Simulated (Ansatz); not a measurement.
Gas-phase electronic energies from Ansatz, PBE0-D4/def2-TZVP geometries. CBS: MP2 limit from def2 TZ/QZ plus the TZ coupled-cluster correction, frozen cores. This one scheme is used for every species. Functionals use def2-TZVPP. B3LYP here is the variant with VWN-RPA as its local correlation; programs differ in this. Each species was taken in one conformer, which may not be the lowest.

Consider the formal exchange of groups at the Si–Si bond: `OC(F)[SiH2][SiH3]` + BH₃ → `B[SiH2]C(O)F` + SiH₄.

(1) Is it downhill or uphill in electronic energy at CCSD(T)/CBS, and by how much? (Best estimate.)

(2) What do these levels give: B3LYP-D4, ωB97X-V, ωB97M-V, B3LYP, HF/def2-TZVPP, MP2/def2-TZVPP, CCSD/def2-TZVPP, CCSD(T)/def2-TZVPP, HF/def2-QZVPP, MP2/def2-QZVPP, MP2/CBS(def2), CCSD/CBS(def2)? (An estimate is asked.)

Largest T1 diagnostic among the species: 0.013.

## Answers

(1) The calculation gave: Uphill: ΔE = +0.15 eV.

(2) Computed: B3LYP-D4 0.15, ωB97X-V 0.14, ωB97M-V 0.13, B3LYP 0.12, HF/def2-TZVPP 0.10, MP2/def2-TZVPP 0.15, CCSD/def2-TZVPP 0.12, CCSD(T)/def2-TZVPP 0.14, HF/def2-QZVPP 0.10, MP2/def2-QZVPP 0.17, MP2/CBS(def2) 0.17, CCSD/CBS(def2) 0.14 eV.

In def2-TZVPP, CCSD(T) changes the Hartree–Fock value by +0.03 eV (the triples alone add +0.01 eV) and MP2 by +0.05 eV. The D4 term adds +0.03 eV with B3LYP and +0.02 eV with PBE0; it sums over pairs of atoms, weighted by their polarisabilities, and B3LYP, whose exchange is more repulsive, gets the larger term.
